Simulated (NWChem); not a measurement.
Molecule: SiH4S2; SMILES S[SiH2]S

```xyz
7

Si     0.0000     0.0000    -0.7744
S      1.8254     0.0291     0.3747
S     -1.8254    -0.0291     0.3747
H      0.1171     1.2190    -1.6093
H     -0.1171    -1.2190    -1.6093
H      1.6146    -1.1311     1.0349
H     -1.6146     1.1311     1.0349
```
Atoms are numbered in this order, from 1.

All runs: NWChem. Geometry: optimised at B3LYP/6-31G* (spherical d). Ions are spin-unrestricted doublets at the neutral geometry; other ion states weren't tried.

Problem. Order these by “−ε(HOMO) (eV)”, lowest first: B3LYP/def2-TZVP; M06-2X/def2-TZVP; LDA (Slater exchange, VWN5)/def2-TZVP.

Solution. LDA (Slater exchange, VWN5)/def2-TZVP (6.38), B3LYP/def2-TZVP (7.22), M06-2X/def2-TZVP (8.60)
